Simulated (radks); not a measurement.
The numbers below are computed, except where a source is named.
Q: Radial electron density D(r) = 4 pi r^2 rho(r) of an atom or ion with 59 electrons. Code: a radial shooting solver on a logarithmic mesh with Libxc functionals. Model: scalar-relativistic Kohn-Sham, r2SCAN, spin-unpolarised, spherical densities, finite nucleus; meta-GGA in the generalised Kohn-Sham scheme; Fermi nuclear charge, rms radius of each element as measured or else 0.836 A^(1/3) + 0.57 fm.

```
   r/bohr * D(r) (the largest magnitude, 108, reaches the edge; | marks zero)
  0.00273 |        *
   0.0037 |             *
 0.004974 |                   *
 0.006741 |                          *
 0.009136 |                                  *
  0.01238 |                                       *
  0.01678 |                                         *
  0.02274 |                                      *
  0.03082 |                                    *
  0.04177 |                                         *
  0.05661 |                                                   *
  0.07673 |                                                      *
   0.1032 |                                             *
   0.1398 |                                         *
   0.1895 |                                                *
   0.2568 |                                      *
    0.348 |                    *
   0.4717 |                     *
   0.6392 |                   *
   0.8663 |         *
    1.174 |     *
    1.591 |   *
    2.157 |*
    2.899 *
    3.929 *
    5.325 *
    7.217 *
```

What is the nuclear charge?

A: Z = 62. The innermost maximum, from 1s, lies near gamma/Z bohr with gamma = sqrt(1 - (Z/c)^2) = 0.892, here 0.0144 bohr (found: 0.0157), and its height grows with Z. The density is that of the samarium ion Sm3+ in [Xe] 4f4 6p1; the configuration itself is not fixed sharply by these data, and Z only to a few units. D(r) has 4 maxima, at r = 0.0157, 0.0703, 0.196, 0.536 bohr, and minima at 0.0303, 0.129, 0.389 bohr, inside which lie 1.95, 11.16, 29.14 electrons.
